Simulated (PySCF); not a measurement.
## Calculated data, FH3OSi2

All values are calculated (PySCF 2.14.0). Calculation on a computer-drawn molecule: optimised geometry and harmonic frequencies of an isolated molecule of the commonest isotopes, restricted reference for singlets and unrestricted otherwise, frozen core in MP2.

```yaml
- formula: FH3OSi2
  start_structure:
    atoms_angstrom:
      - [F, -1.1943, 2.1194, 1.5954]
      - [Si, -0.8387, 0.5605, 1.415]
      - [O, -1.5677, 0.0224, 0.0564]
      - [Si, -2.9976, -0.442, -0.6555]
      - [H, -1.3547, -0.1413, 2.5966]
      - [H, 0.6142, 0.4477, 1.2678]
      - [H, -3.8708, -0.4384, 0.6014]
  given:
    charge: 0
    multiplicity: 1
    method: MP2
    basis: "cc-pV(D+d)Z"
    drawn_bonds_atom: [1, 2, 3, 2, 2, 4]
    drawn_bonds_other_atom: [2, 3, 4, 5, 6, 7]
    drawn_bonds_order: [1, 1, 1, 1, 1, 1]
  results: {}
```

**Q.** Estimate the rotational constants of FH3OSi2.
**A.** 12.61, 2.295, 2.097 GHz

Further results for FH3OSi2:

| Quantity | Value |
| --- | --- |
| total energy | -754.5733 hartree |
| convergence status largest gradient component | 2.803e-05 hartree/bohr |

Optimised structure:
```xyz
7
FH3OSi2
F     -1.2225     2.1320     1.5869
Si    -0.8666     0.5580     1.3833
O     -1.4894     0.0431    -0.0721
Si    -3.0167    -0.4480    -0.6060
H     -1.4800    -0.1810     2.4988
H      0.5958     0.4286     1.3316
H     -3.7302    -0.4043     0.7546
```

Modes:
```tsv
frequency (cm⁻¹)	reduced mass (dalton)
41.39	4.853
165.7	3.889
211.5	1.411
348.2	5.822
616.3	5.121
715.6	1.524
767.3	1.067
860.3	5.045
918.8	1.141
969.1	3.604
998.4	1.32
1009	1.387
2019	1.043
2331	1.035
2351	1.049
```
